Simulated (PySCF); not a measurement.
Si(F)(OH)2(SMe) (CH5FO2SSi), SMILES CS[Si](O)(O)F. Atoms are numbered in the order given.

```xyz
11

C     -2.3498    -0.2873    -0.1576
S     -1.0182     0.7913    -0.8389
Si     0.6340    -0.0830     0.1500
O      0.9685    -1.5659    -0.4723
O      1.9716     0.8698     0.0358
F      0.2500    -0.2699     1.7223
H     -2.3525    -0.2526     0.9395
H     -2.2208    -1.3217    -0.5029
H     -3.2990     0.1087    -0.5412
H      1.6891    -2.0625    -0.0646
H      1.9261     1.7500     0.4279
```
Charge 0, spin multiplicity 1.

Geometry: B3LYP-D3(BJ)/def2-SVP. One conformer was computed; it need not be the lowest.

All values below come from PySCF with HF/pcSseg-1.

GIAO shieldings, no solvent; atoms listed in one row are averaged. δ = σ(ref) − σ: ¹³C against TMS (σ = 192.6 ppm); ³³S against H2S (σ = 725.2 ppm); ²⁹Si against TMS (σ = 393.8 ppm); ¹⁷O against H2O (σ = 333.0 ppm); ¹⁹F against CFCl3 (σ = 238.5 ppm); ¹H against TMS (σ = 31.99 ppm), references at their B3LYP-D3(BJ)/def2-TZVP geometries, non-relativistic.

Computed chemical shifts:
```
nucleus       atoms  count  δ (ppm)
-------  ----------  -----  -------
¹³C              C1      1     13.5
³³S              S2      1    -11.2
²⁹Si            Si3      1    -42.1
¹⁷O              O5      1     46.1
¹⁷O              O4      1     37.4
¹⁹F              F6      1   -108.0
¹H              H10      1     3.03
¹H              H11      1     2.84
¹H       H7, H8, H9      3     2.38
```
